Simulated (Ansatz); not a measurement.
Start from `CC1([SiH3])C[SiH2]1` and change one atom or group to get `[SiH3]C1(Cl)C[SiH2]1`.

Ansatz, PBE0-D4/def2-TZVP geometries, multiplicity 1. 

```csv
property,`CC1([SiH3])C[SiH2]1`
HOMO energy (PBE0/def2-TZVPP) / eV,-6.79
HOMO energy (ωB97M-V/def2-TZVPP) / eV,-8.90
HOMO energy (B3LYP/def2-TZVPP) / eV,-6.59
HOMO–LUMO gap (ωB97M-V/def2-TZVPP) / eV,10.58
LUMO energy (PBE0/def2-TZVPP) / eV,0.05
LUMO energy (B3LYP/def2-TZVPP) / eV,-0.17
```

(1) What does the change do to each property? (Best estimate.)

Answers

(1) The calculation gave: 
| property | `[SiH3]C1(Cl)C[SiH2]1` | shift |
| --- | --- | --- |
| HOMO energy (PBE0/def2-TZVPP) / eV | -6.97 | -0.18 |
| HOMO energy (ωB97M-V/def2-TZVPP) / eV | -9.10 | -0.20 |
| HOMO energy (B3LYP/def2-TZVPP) / eV | -6.76 | -0.17 |
| HOMO–LUMO gap (ωB97M-V/def2-TZVPP) / eV | 10.40 | -0.18 |
| LUMO energy (PBE0/def2-TZVPP) / eV | -0.42 | -0.47 |
| LUMO energy (B3LYP/def2-TZVPP) / eV | -0.63 | -0.46 |

With PBE0 the HOMO falls by 0.18 eV and the LUMO falls by 0.47 eV, so the gap narrows by about 0.29 eV. PBE moves the HOMO by -0.13 eV and ωB97M-V by -0.20 eV.

B3LYP here is the variant with VWN-RPA as its local correlation; programs differ in this.
